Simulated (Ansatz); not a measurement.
Cost and result for the atomization energy of CH₆N₂SeSi (`N=C(N)[Se][SiH3]`) (11 atoms, 10 bonds).

```xyz
11

N     1.152    1.131    0.517
C     1.093   -0.097    0.230
N     2.130   -0.762   -0.343
Se   -0.392   -1.328    0.608
Si   -2.019    0.124   -0.041
H     0.356    1.459    1.050
H     1.933   -1.583   -0.887
H     2.905   -0.188   -0.638
H    -2.013    1.345    0.807
H    -3.291   -0.612    0.159
H    -1.855    0.511   -1.463
```

Total charge 0; spin multiplicity 1. Correlated methods include outer-core shells of Se, which these sets cover unevenly. Scalar relativity is left out up to krypton. The geometry is a stationary point of PBE0-D4/def2-TZVP. It is one conformer, not always the lowest. Program: Ansatz. All runs use 4 threads of an Intel Xeon on a shared host. Times are those of one run each, without the atoms' runs, and a repeat can differ threefold. Electronic energies, without spin–orbit coupling; frozen cores. CCSD(T)/CBS adds CCSD(T) − MP2 in def2-TZVPP to the MP2 limit, and its time is that of the two runs behind it. T1 = 0.013. With those shells the extrapolation isn't a true limit. B3LYP takes the VWN-RPA correlation (the form of Gaussian; ORCA's B3LYP/G).

CCSD(T)/CBS is a level of theory with its own doubt, some kJ/mol a heavy atom from the limit and from the frozen cores, so smaller differences don't rank the functionals.

```tsv
level	functions	wall time	atomization (kcal/mol)	difference from CCSD(T)/CBS	per bond
PBE-D4/def2-TZVPP (with forces)	267	11 s	919.2	26.8	2.7
PBE0-D4/def2-TZVPP	267	14 s	894.7	2.3	0.2
r2SCAN-D4/def2-TZVPP (with forces)	267	17 s	893.1	0.7	0.1
B3LYP-D4/def2-TZVPP (with forces)	267	19 s	897.4	5.0	0.5
B2PLYP/def2-TZVPP	267	23 s	881.9	-10.5	-1.0
ωB97X-V/def2-TZVPP	267	26 s	898.5	6.1	0.6
ωB97M-V/def2-TZVPP (with forces)	267	39 s	894.5	2.1	0.2
MP2/def2-QZVPP	510	68 s	892.5	0.1	0.0
CCSD(T)/def2-TZVPP	267	7 min	861.4	-31.0	-3.1
CCSD(T)/CBS(def2)	–	8.1 min	892.4	0.0	0.0
```

In def2-TZVPP, CCSD(T) changes the Hartree–Fock value by +269.9 kcal/mol (the triples alone add +18.3 kcal/mol) and MP2 by +282.7 kcal/mol; breaking electron pairs costs correlation energy, which Hartree–Fock lacks. From PBE to PBE0 (25 % exact exchange), in def2-TZVPP and without D4, the atomization energy moves by −23.5 kcal/mol: exact exchange takes away binding that semilocal exchange gives to molecules. The D4 term adds +10.9 kcal/mol with B3LYP and +5.7 kcal/mol with PBE0; it sums over pairs of atoms, weighted by their polarisabilities, and B3LYP, whose exchange is more repulsive, gets the larger term.
